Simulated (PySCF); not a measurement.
## Polarisability and C₆ of I(3+) (iodine, charge +3)

[Kr] 4d10 5s2 5p2, high-spin 3P determinant. Calculation: PySCF 2.14, in def2-QZVPPD with the def2 core potential (28 electrons) (8s7p5d4f1g, 91 functions); a scalar-relativistic core potential. Coupled (time-dependent) response in atomic units; α is the mean over directions.

```json
{"method": "UHF", "mean α (bohr³)": "10.57", "α xx, yy, zz": "10.97, 10.37, 10.37", "C₆ (like pair)": "60.22", "S(−4)": "27.18"}
{"method": "PBE", "mean α (bohr³)": "10.03", "α xx, yy, zz": "10.20, 9.942, 9.942", "C₆ (like pair)": "56.79", "S(−4)": "22.90"}
{"method": "PBE0", "mean α (bohr³)": "10.12", "α xx, yy, zz": "10.37, 9.991, 9.991", "C₆ (like pair)": "57.33", "S(−4)": "23.50"}
{"method": "BLYP", "mean α (bohr³)": "9.946", "α xx, yy, zz": "10.07, 9.885, 9.885", "C₆ (like pair)": "56.16", "S(−4)": "22.51"}
{"method": "BP86", "mean α (bohr³)": "9.990", "α xx, yy, zz": "10.15, 9.909, 9.909", "C₆ (like pair)": "56.50", "S(−4)": "22.74"}
```

S(−4) is the Cauchy moment in α(ω) = α(0) + S(−4) ω² + …

Spin-orbit coupling is absent.

α(iu) at BP86:

```tsv
u (hartree)	α(iu) (bohr³)
0	9.990
0.0500	9.933
0.100	9.768
0.200	9.167
0.300	8.335
0.500	6.547
0.750	4.769
1.00	3.590
1.50	2.296
2.00	1.646
3.00	1.004
5.00	0.4970
```

A single London oscillator, α(iu) = α/(1 + u²/ω²), gives C₆ = (3/4) ω α². Matching the computed C₆ needs ω = 4 × 56.50 / (3 × 9.990²) = 0.755 hartree.

For an ion, C₆ is the dispersion term alone; charge-induced terms of lower order in 1/R come first.

The components differ because the open shell of this determinant is not spherical; for a pure term their mean is the scalar polarisability.

Energies and moments cover only the electrons outside the core potential.
